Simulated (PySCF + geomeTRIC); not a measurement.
Species: [Nb(Cl)3(OH)2] (charge 0, multiplicity 1).

Q: Give a relaxed geometry from PySCF + geomeTRIC with BP86-D3(BJ)/def2-SVP.

A: This is not unique; one that fits is the end point of this relaxation, one of several conformers.
Cartesian coordinates (Å) in one orientation:
```xyz
8

Nb     0.135     0.308     0.009
Cl     1.677     0.848    -1.644
Cl    -0.053     1.644     1.900
Cl    -1.222    -1.565    -0.226
O     -1.160     1.349    -0.860
H     -1.831     1.879    -1.317
O      1.429    -0.740     0.872
H      2.098    -1.289     1.307
```
